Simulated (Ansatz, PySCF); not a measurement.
C$_{3}$H$_{7}$Al (SMILES C=C[CH2][AlH2]), singlet, geometry from GFN2-xTB (such geometries of metal compounds can be far from the true shape), atoms displaced at random by about 0.03 Å a coordinate. Base run: PBE/STO-3G, gradient (PySCF).

PySCF was given this input:
```python
from pyscf import gto, scf, dft

mol = gto.Mole()
mol.atom = '''
    Al    0.809237    0.388203    1.177530
    C    -0.320974   -0.981803    0.265676
    C    -0.978470   -0.077111   -0.804223
    C    -0.341261    0.356613   -1.872094
    H    -1.088619   -1.475785    0.765336
    H     0.253909   -1.726414   -0.264193
    H    -1.923474    0.303413   -0.617072
    H     0.698686   -0.007542   -2.068775
    H    -0.673870    1.021592   -2.536419
    H     1.082656    0.246764    2.753979
    H     1.431558    1.544058    0.432496
'''
mol.basis = 'sto-3g'
mol.charge = 0
mol.spin = 0
mol.verbose = 3
mol.build()

mf = dft.RKS(mol)
mf.xc = 'pbe'
mf.kernel()
g = mf.nuc_grad_method()
grad = g.kernel()
```

Programs used: Ansatz (a first-principles code), PySCF; a row that names a program was run with it.

The coordinate followed is x of atom 2.

Each row names what was changed in the base input (with any setting that the change needs).

```tsv
change	dE/dx (Eh/bohr)	net force (Eh/bohr)
base	-0.026059	0.000033
density fitting = on; auxbasis_response = off	-0.025979	0.000584
code = ansatz	-0.026048	0.000000
grids.level = 1; grid_response = on	-0.025978	0.000000
finite difference step (bohr) = 0.05; conv_tol = 1e-11	-0.026228	-
finite difference step (bohr) = 1e-3; conv_tol = 1e-11	-0.026042	-
grids.level = 5; grid_response = on	-0.026051	0.000000
density fitting = on	-0.026065	0.000033
finite difference step (bohr) = 0.01; conv_tol = 1e-11	-0.026049	-
grid_response = on	-0.026042	0.000000
grids.level = 5; grid_response = off	-0.026050	0.000002
conv_tol = 1e-4	-0.026057	0.000033
```

The net force is zero for an exact gradient.
